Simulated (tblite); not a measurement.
Problem. Give a GFN2-xTB geometry of `C([O-])CS(=O)(=O)C`. (Charge -1.)

Solution. 
Z-matrix in Å and degrees, rows numbered from 1:
```
C 
S   1  1.7987
O   2  1.4609  1  109.04
O   2  1.4534  1  109.44  3   125.41
C   2  1.8010  1  105.64  3  -116.64
C   5  1.5709  2  109.29  1   -41.83
O   6  1.3178  5  114.47  2    71.12
H   1  1.1287  2  102.41  3   128.42
H   1  1.0808  2  109.00  3  -112.65
H   1  1.0809  2  108.48  3     9.93
H   5  1.0875  2  106.50  1  -163.91
H   5  1.0862  2  105.82  1    77.58
H   6  1.1308  5  104.05  2   -54.31
H   6  1.1304  5  104.91  2  -164.26
```

Of the pairs four or more bonds apart, O7···H8 is among the closest relative to their van der Waals radii: 1.68 Å, 62 % of the sum of Bondi's values. S2 (sulfonyl sulfur) is distorted tetrahedral (angles from 105.6° to 114.1°).

Structure optimised with GFN2-xTB, isolated species.

Point group: C1 (no symmetry element, even within 0.4 Å). Its GFN2-xTB frequencies are all real (lowest 67 cm⁻¹). Torsions: C1–S2–C5–C6 -42°, S2–C5–C6–O7 71°. 3 starts were optimised and ended at 0.00, 0.01 and 10.82 kcal/mol (GFN2-xTB); the lowest of these is shown.

Run on an Arm Neoverse N1 with one thread, no GPU (shared host). That covers the optimisation of the geometry.

One conformer stands for the species.

All values are computed, not measured.
